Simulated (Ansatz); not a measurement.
Stepwise reaction of `[F][Zr]([F])([F])[Cl]` with hydrogen chloride, as a gas-phase model of exchange steps in deposition or etching. ΔE in kJ/mol; ΔG adds harmonic PBE0-D4 terms to CCSD(T)/CBS, at 1 bar.

Isolated molecules relaxed with PBE0-D4/def2-TZVP in Ansatz; ΔE leaves out vibrations. CCSD(T)/CBS adds triple-zeta CCSD(T) − MP2 to the extrapolated MP2 energy (def2 sets, frozen cores). This one scheme is used for every species. Functionals use def2-TZVPP. B3LYP here is the variant with VWN-RPA as its local correlation; programs differ in this. Elements past krypton have def2 core potentials. For Zr outer-core shells are correlated without core-valence functions, which leaves a few kJ/mol of doubt a bond.

| step | reaction | PBE-D4 | B3LYP-D4 | ωB97M-V | CCSD(T)/CBS | ΔG(500 K) |
| --- | --- | --- | --- | --- | --- | --- |
| 1 | `[F][Zr]([F])([F])[Cl]` + HCl → `[F][Zr]([F])([Cl])[Cl]` + H–F | 21.5 | 21.6 | 22.8 | 13.5 | 18.0 |
| 3 | `[F][Zr]([Cl])([Cl])[Cl]` + HCl → `[Cl][Zr]([Cl])([Cl])[Cl]` + H–F | 20.3 | 20.0 | 22.7 | 10.4 | 22.4 |

(1) Give the row of step 2, `[F][Zr]([F])([Cl])[Cl]` + HCl → `[F][Zr]([Cl])([Cl])[Cl]` + H–F. (Estimate.)

(2) By hand: ΔE of the 3 steps together at CCSD(T)/CBS.

## Answers

(1) Ansatz gave: 
| step | reaction | PBE-D4 | B3LYP-D4 | ωB97M-V | CCSD(T)/CBS | ΔG(500 K) |
| --- | --- | --- | --- | --- | --- | --- |
| 2 | `[F][Zr]([F])([Cl])[Cl]` + HCl → `[F][Zr]([Cl])([Cl])[Cl]` + H–F | 21.0 | 20.9 | 23.0 | 12.1 | 20.1 |

(2) (13.5) + (12.1) + (10.4) = 36.0 kJ/mol, or 12.0 kJ/mol a step.

In ΔE the steps differ by no more than 3.1 kJ/mol. All are uphill at CCSD(T)/CBS. ΔG lies between 18.0 and 22.4 kJ/mol a step. PBE-D4 differs from CCSD(T)/CBS by 8.0 to 9.9 kJ/mol a step. Isolated molecules leave out the surface, adducts and barriers. Largest T1 diagnostic: 0.017.
